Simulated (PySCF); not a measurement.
OsO4, SMILES [O]=[Os](=[O])(=[O])=[O], multiplicity 1. Geometry optimised at B3LYP-D3(BJ)/def2-SVP. The multiplicity is an assumed one; other spin states were not compared. The isomer is the one that the SMILES or the coordinates give; other isomers of the formula were not compared. The def2 effective core potentials stand for the cores of Os; spin–orbit coupling is left out.

**Question.** Give the equilibrium geometry at B3LYP-D3(BJ)/def2-SVP (PySCF confirms it by a frequency run) as a Z-matrix, and its point group. (Estimate from the structure and the level; the computed values follow.)

**Answer.** point group Td.
```
Os
O 1 1.7062
O 1 1.7062 2 109.47
O 1 1.7062 2 109.47 3 -120.00
O 1 1.7062 2 109.47 3 120.00
```
Charge 0, spin multiplicity 1.
